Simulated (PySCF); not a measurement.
Protons, H atoms and electrons added to or taken from N=C=O. Gas-phase values, no solvent. One relaxed conformer stands for each flexible species; it need not be the lowest. Strings in code marks are SMILES.

All values below come from M06-2X/def2-TZVP (PySCF 2.14.0). Delta-SCF ions had no search for a lower state. 

| species | hole reorganisation energy (four-point) (eV) | LUMO (eV) | vertical ionisation energy (Delta-SCF) (eV) |
|---|---|---|---|
| neutral parent (`N=C=O`) | 0.378 | 1.14 | 11.88 |
| proton added at N1 (`[NH2+]=C=O`) | 0.583 | -7.27 | 20.37 |
| proton added at O3 (`N=C=[OH+]` (not the most basic site)) | 0.759 | -5.66 | 20.42 |
| H atom removed from N1 (`[N]=C=O`) | – | – | – |
